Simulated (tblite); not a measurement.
Compound: C7H15P.
Atom-mapped SMILES: `[CH3:1][CH:2]([CH3:3])[CH2:4][P:5]1[CH2:6][C@H:7]1[CH3:8]` (hydrogens: H9, H10, H11 on C1; H12 on C2; H13, H14, H15 on C3; H16, H17 on C4; H18, H19 on C6; H20 on C7; H21, H22, H23 on C8)

Computed with GFN2-xTB (tblite), gas phase: L-BFGS steps from a force-field or distance-geometry start until the largest atomic force falls under 0.01 eV/Å.

Step 95: E = -683.9195 eV
```
atom  x, y, z in Å  |  force x, y, z in eV/Å
C1     -1.8083    0.0890    1.1343    0.026  -0.011  -0.013
C2     -1.8060    0.5641   -0.3147   -0.002   0.000  -0.030
C3     -2.9478   -0.0868   -1.0920   -0.016  -0.004  -0.015
C4     -0.4675    0.2590   -0.9907    0.018  -0.009   0.004
P5      0.9577    1.0562   -0.0718    0.016   0.036   0.009
C6      2.3704    0.2690   -0.9592   -0.020   0.012  -0.014
C7      1.9881   -0.4371    0.3150    0.036  -0.015  -0.002
C8      2.9604   -0.3926    1.4680    0.008  -0.001   0.015
H9     -1.5359   -0.9624    1.1910   -0.036  -0.045  -0.012
H10    -1.0870    0.6575    1.7186    0.017   0.015   0.012
H11    -2.7939    0.2180    1.5760    0.019   0.010   0.018
H12    -1.9498    1.6505   -0.3238   -0.025   0.013   0.011
H13    -3.9060    0.1692   -0.6455   -0.005   0.006  -0.007
H14    -2.9523    0.2465   -2.1276    0.003   0.002   0.002
H15    -2.8459   -1.1703   -1.0796    0.013  -0.010  -0.005
H16    -0.3170   -0.8223   -1.0591    0.007   0.009   0.008
H17    -0.4739    0.6663   -2.0081    0.004  -0.001   0.038
H18     2.1769   -0.2181   -1.9064   -0.013  -0.011   0.017
H19     3.3019    0.8215   -0.9422   -0.010  -0.026  -0.013
H20     1.4994   -1.4013    0.1997    0.002   0.020  -0.007
H21     3.8221   -1.0290    1.2590   -0.019   0.001   0.001
H22     2.4926   -0.7431    2.3860   -0.017   0.015  -0.004
H23     3.3171    0.6231    1.6291   -0.007  -0.004  -0.013
```

Step 96: E = -683.9200 eV
```
atom  x, y, z in Å  |  force x, y, z in eV/Å
C1     -1.8042    0.0860    1.1345    0.020  -0.005  -0.021
C2     -1.8048    0.5640   -0.3140   -0.001   0.004  -0.021
C3     -2.9465   -0.0882   -1.0911   -0.003  -0.003  -0.009
C4     -0.4668    0.2638   -0.9933    0.014   0.010   0.023
P5      0.9605    1.0597   -0.0753   -0.003   0.033   0.025
C6      2.3688    0.2653   -0.9606    0.001  -0.001  -0.003
C7      1.9861   -0.4365    0.3163    0.015   0.005  -0.014
C8      2.9583   -0.3914    1.4694   -0.005   0.002   0.002
H9     -1.5242   -0.9635    1.1886   -0.037  -0.045  -0.009
H10    -1.0879    0.6585    1.7208    0.016   0.012   0.008
H11    -2.7917    0.2071    1.5747    0.028   0.007   0.019
H12    -1.9503    1.6506   -0.3201   -0.029  -0.002   0.008
H13    -3.9049    0.1656   -0.6439   -0.004   0.007  -0.006
H14    -2.9513    0.2477   -2.1258   -0.002  -0.003  -0.003
H15    -2.8430   -1.1718   -1.0806    0.015   0.004  -0.006
H16    -0.3151   -0.8164   -1.0686    0.011  -0.003   0.011
H17    -0.4761    0.6774   -2.0076    0.006   0.000   0.020
H18     2.1715   -0.2215   -1.9069   -0.010  -0.023   0.011
H19     3.3031    0.8128   -0.9451   -0.008  -0.021  -0.017
H20     1.4908   -1.3976    0.2061    0.007   0.011  -0.013
H21     3.8148   -1.0361    1.2667   -0.012  -0.002  -0.004
H22     2.4864   -0.7314    2.3891   -0.018   0.015   0.004
H23     3.3219    0.6229    1.6226   -0.001  -0.001  -0.007
```

Task: Estimate the geometry and energy of step 97. (The exact step hangs on the optimiser's Hessian estimate; all steps are aligned on step 96, rigid shifts and turns removed.)

Result: E = -683.9204 eV, largest force 0.057 eV/Å
```
atom  x, y, z in Å  |  force x, y, z in eV/Å
C1     -1.8031    0.0837    1.1341    0.015   0.002  -0.016
C2     -1.8042    0.5637   -0.3137   -0.003   0.007  -0.004
C3     -2.9458   -0.0889   -1.0914    0.009   0.004  -0.002
C4     -0.4659    0.2660   -0.9933    0.013   0.022   0.031
P5      0.9624    1.0617   -0.0753   -0.020   0.029   0.032
C6      2.3669    0.2633   -0.9614    0.012  -0.011  -0.007
C7      1.9865   -0.4361    0.3172   -0.010   0.013  -0.009
C8      2.9589   -0.3904    1.4699   -0.012   0.007  -0.006
H9     -1.5213   -0.9652    1.1867   -0.029  -0.049  -0.005
H10    -1.0902    0.6580    1.7234    0.020   0.003  -0.003
H11    -2.7912    0.2016    1.5732    0.018   0.006   0.022
H12    -1.9505    1.6505   -0.3174   -0.031  -0.012   0.003
H13    -3.9044    0.1641   -0.6443   -0.003   0.006  -0.005
H14    -2.9497    0.2489   -2.1253   -0.006  -0.005  -0.012
H15    -2.8415   -1.1726   -1.0822    0.015   0.010  -0.006
H16    -0.3141   -0.8136   -1.0733    0.014  -0.007   0.016
H17    -0.4767    0.6839   -2.0054    0.010   0.002   0.001
H18     2.1659   -0.2231   -1.9067   -0.008  -0.030   0.006
H19     3.3028    0.8073   -0.9480    0.006  -0.008  -0.020
H20     1.4868   -1.3950    0.2104    0.009  -0.001  -0.015
H21     3.8112   -1.0416    1.2716   -0.005  -0.005  -0.007
H22     2.4844   -0.7219    2.3912   -0.018   0.015   0.007
H23     3.3280    0.6227    1.6164    0.003   0.000  -0.002
```

The energy changes by -0.0004 eV. The first-order estimate −F·Δx gives -0.0005 eV and the mean of the old and new forces, exact on a quadratic surface, -0.0004 eV. The step makes an angle of 79° with the force vector and moves no atom by more than 0.010 Å.

What follows is the cost of the whole relaxation. The run took 1.2 s on Arm Neoverse V2, one thread, on a shared host.
